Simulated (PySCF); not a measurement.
Zn(SH) (HSZn), SMILES [SH][Zn] (connectivity only; charge and spin as stated), neutral, multiplicity 2. Atoms are numbered in the order given.

```xyz
3

Zn     0.0015     0.8276     0.0000
S     -0.0817    -1.4557     0.0000
H      1.2619    -1.5384     0.0000
```
Charge 0, spin multiplicity 2.

The structure is a stationary point at B3LYP-D3(BJ)/def2-TZVP. The spin state was assumed, not searched. The isomer is the one that the SMILES or the coordinates give; other isomers of the formula were not compared.

Computed with PySCF with r2SCAN/def2-TZVPD.

The molecule is in vacuum.

Question: Estimate the frontier levels, dipole moment and polarisability. (An estimate is asked for; the answer gives what the named calculation found.)

Answer: 
```
Item                                                                                                            Result
---------------------------------------------------------------------------------------------  -----------------------
α spin, highest occupied and lowest empty level                                                     -5.50 and -1.59 eV
β spin, highest occupied and lowest empty level                                                     -6.17 and -3.76 eV
dipole moment                                                                                                   1.95 D
quadrupole, principal values (traceless, Buckingham form, about the centre of nuclear charge)   -4.13, -1.21, 5.34 D·Å
mean static polarisability                                                                        60.8 bohr³ (9.00 Å³)
polarisability, principal values                                                                51.2, 51.8, 79.3 bohr³
⟨S²⟩                                                                                           0.756 (pure state 0.75)
```
